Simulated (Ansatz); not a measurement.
`F/C=C/[SiH3]` and `[SiH3]/C=C/I` differ in one element.

Ansatz, PBE0-D4/def2-TZVP geometries, multiplicity 1. 

Elements past krypton have def2 core potentials.

```csv
property,`F/C=C/[SiH3]`
size of the dipole moment (ωB97M-V/def2-TZVPP) / D,0.63
LUMO energy (PBE0/def2-TZVPP) / eV,-0.30
LUMO energy (PBE/def2-TZVPP) / eV,-1.31
HOMO energy (PBE/def2-TZVPP) / eV,-6.65
HOMO–LUMO gap (B3LYP/def2-TZVPP) / eV,7.11
HOMO–LUMO gap (ωB97M-V/def2-TZVPP) / eV,11.94
```

Question: Give the same properties after the change, and the shifts. (Estimate.)

Answer: The calculation gave: 
| property | `[SiH3]/C=C/I` | shift |
| --- | --- | --- |
| size of the dipole moment (ωB97M-V/def2-TZVPP) / D | 0.76 | 0.13 |
| LUMO energy (PBE0/def2-TZVPP) / eV | -0.92 | -0.62 |
| LUMO energy (PBE/def2-TZVPP) / eV | -1.86 | -0.55 |
| HOMO energy (PBE/def2-TZVPP) / eV | -6.14 | 0.51 |
| HOMO–LUMO gap (B3LYP/def2-TZVPP) / eV | 5.86 | -1.25 |
| HOMO–LUMO gap (ωB97M-V/def2-TZVPP) / eV | 10.44 | -1.50 |

With PBE0 the HOMO rises by 0.68 eV and the LUMO falls by 0.62 eV, so the gap narrows by about 1.30 eV. PBE moves the HOMO by 0.51 eV and ωB97M-V by 0.82 eV. Dipoles are sizes alone; their direction can turn.

B3LYP here is the variant with VWN-RPA as its local correlation; programs differ in this.

Spin–orbit coupling is left out; it splits and shifts lone-pair levels of the heavy atoms by tenths of an eV.
